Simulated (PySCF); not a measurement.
Be(tBu)(OMe), SMILES C[O][Be][C](C)(C)C (C₅H₁₂BeO) (GFN2-xTB optimised geometry):

```
19

Be    -0.139    -0.071     0.000
C      1.616    -0.071     0.000
C      2.181     1.326    -0.307
C      2.211    -0.503     1.350
C      2.187    -1.024    -1.063
H      3.274     1.304    -0.314
H      1.864     2.050     0.441
H      1.846     1.678    -1.280
H      1.895     0.165     2.149
H      1.898    -1.512     1.610
H      3.303    -0.488     1.309
H      1.875    -2.050    -0.876
H      1.851    -0.746    -2.059
H      3.279    -0.996    -1.054
O     -1.504    -0.058    -0.024
C     -2.880    -0.045    -0.051
H     -3.243    -0.502    -0.977
H     -3.279    -0.607     0.800
H     -3.248     0.985     0.002
```

Computed with CAM-B3LYP/def2-SVP in PySCF.

Q: What are the frontier orbital energies and the dipole moment?

A: HOMO-2 -9.85 eV, HOMO-1 -9.85 eV, HOMO -8.36 eV, LUMO 1.33 eV, LUMO+1 2.02 eV; dipole moment 1.89 D.

On the same geometry PBE/def2-SVP (PySCF 2.14.0) gives HOMO-2 -6.88 eV, HOMO-1 -6.88 eV, HOMO -5.72 eV, LUMO -0.17 eV, LUMO+1 0.30 eV; dipole moment 1.90 D.

Meta-Löwdin charges at CAM-B3LYP/def2-SVP: Be1 1.21, C2 -0.40, C3 -0.29, C4 -0.28, C5 -0.29, H6 0.08, H7 0.08, H8 0.08, H9 0.08, H10 0.08, H11 0.08, H12 0.08, H13 0.08, H14 0.08, O15 -0.93, C16 -0.04, H17 0.10, H18 0.10, H19 0.10.
